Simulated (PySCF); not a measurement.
# One molecule, a ladder of functionals, a line

Molecule: `InChI=1S/C3H5.Al.ClH.FH/c1-3-2;;;/h3H,1-2H2;;2*1H/q;+2;;/p-2`.

Bonds (- single, = double, # triple, : aromatic): C1=C2 1.336 Å, C2-C3 1.491 Å, C3-Al4 1.946 Å, Al4-F5 1.662 Å, Al4-Cl6 2.091 Å. C1 carries H7, H8; C2 carries H9; C3 carries H10, H11. H8 is cis to C3; H7 is trans to C3.

GIAO shieldings (ppm, equivalent atoms averaged) in PySCF on the PBE0-D3(BJ)/def2-SVP geometry, basis pcSseg-2, gas phase, non-relativistic:

```tsv
functional	exact exchange (%)	σ(C1)	σ(C3)	σ(Al4)	σ(F5)
BLYP	0	54.7	154.2	392.7	301.1
BP86	0	57.7	158.5	398.2	301.5
PBE	0	57.6	158.8	398.2	300.8
B3LYP	20	56.8	160.8	403.2	318.1
PBE0	25	60.4	166.5	412.1	322.7
mPW1PW91	25	59.8	166.1	412.8	324.0
HF	100	70.4	181.0	449.1	364.7
```

Q: Fit each shielding as a line in the percentage of exact exchange.

A: σ(C1) = 56.3 + 0.14 x (rms 1.3 ppm); σ(C3) = 157.9 + 0.24 x (rms 2.1 ppm); σ(Al4) = 396.6 + 0.53 x (rms 2.7 ppm); σ(F5) = 303.6 + 0.63 x (rms 2.9 ppm). The functionals also differ in their semilocal parts, which the line can't hold; Hartree–Fock has no correlation at all.

Q: What does the line predict for BHandHLYP (50 %), and what does the run give?

A: σ(C1): 63.3 predicted, 60.8 computed; σ(C3): 169.9 predicted, 169.0 computed; σ(Al4): 423.1 predicted, 419.0 computed; σ(F5): 335.1 predicted, 338.2 computed ppm.
